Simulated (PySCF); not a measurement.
# Computed properties of C₂H₉ClOSi₂, SMILES C[Si@@H](Cl)[C@@H](O)[SiH3]

C₂H₉ClOSi₂, SMILES C[Si@@H](Cl)[C@@H](O)[SiH3]. The structure is a stationary point at B3LYP-D3(BJ)/def2-SVP. The structure was generated by enumeration; whether it is a known compound was not checked. The values are those of a single conformer. All values are computed for the isolated molecule unless a solvent is named; none is compared with measurement here.

**Structure.** All 39 harmonic modes at B3LYP-D3(BJ)/def2-SVP (PySCF) are real, so it is a minimum. With heavy atoms numbered as in [CH3:1][Si@@H:2]([Cl:3])[C@@H:4]([OH:5])[SiH3:6], the shortest bond between them is C4–O5 at 1.434 Å and the longest Si2–Cl3 at 2.089 Å.

**Vibrations.** The strongest infrared lines (harmonic, unscaled, degenerate partners summed) lie at 861 cm⁻¹ (246 km/mol, H 64 %, Si 18 %, C 17 %), 933 cm⁻¹ (166 km/mol, H 87 %, Si 11 %), 2205 cm⁻¹ (160 km/mol, H 97 %). The softest mode is at 46 cm⁻¹ and the zero-point energy is 65.1 kcal/mol.

**Electronic structure.** ωB97X/def2-TZVP (PySCF) places the frontier levels at -10.10 and 2.25 eV, a gap of 12.35 eV, and gives a dipole moment of 3.02 D and a mean polarisability of 90.3 bohr³. PBE/def2-TZVP (PySCF) at the same geometry gives -6.24 and -0.69 eV, so its gap is 6.80 eV narrower. An orbital gap is neither the optical nor the fundamental gap.

**Excitations.** TDA-PBE0/def2-SVPD (PySCF) has S1 at 6.40 eV (194 nm, f = 0.002, weak); the most intense of the 6 singlets computed lies at 7.49 eV (f = 0.06). T1 (TDA) is at 6.01 eV, 0.39 eV under S1. TDA-PBE/def2-SVPD (PySCF) puts S1 at 5.64 eV. No vertical singlet excitation falls in the visible range (under 3.1 eV).

**NMR.** GIAO shifts at KT2/pcSseg-1 (PySCF) (non-relativistic, atoms alike by connectivity averaged): ¹³C from 3.3 to 61.3 ppm against TMS; ¹H from 0.3 to 5.6 ppm against TMS; ²⁹Si from -73.5 to 24.6 ppm against TMS. Without spin–orbit terms, shifts of atoms bonded to Cl or Br come out too high.
